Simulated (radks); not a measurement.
Results of a calculation; reference values are marked as such.
Orbital eigenvalues (eV) of the potassium ion K+, [Ar], at several levels of relativity; Dirac values are averaged over j with weights 2j + 1. Spin-unpolarised spherical Kohn-Sham, PBEsol, point nucleus unless stated (finite: rms radius 3.4349 fm), a radial shooting solver on a logarithmic mesh with Libxc functionals. A level marked "c x" has the speed of light scaled by that factor and shares open shells by 2j + 1; other Dirac levels either fill j = l - 1/2 first or share by 2j + 1.

| shell | non-rel. | scalar-rel. | Dirac, low j first | Dirac, c x 0.85 | change of magnitude, last against first (%) |
|---|---|---|---|---|---|
| 1s | -3506.1 | -3523.3 | -3522.9 | -3529.4 | +0.67 |
| 2s | -356.05 | -358.98 | -358.92 | -360.04 | +1.12 |
| 2p | -285.81 | -286.02 | -285.96 | -286.02 | +0.07 |
| 3s | -41.012 | -41.338 | -41.334 | -41.461 | +1.09 |
| 3p | -24.842 | -24.829 | -24.827 | -24.822 | -0.08 |
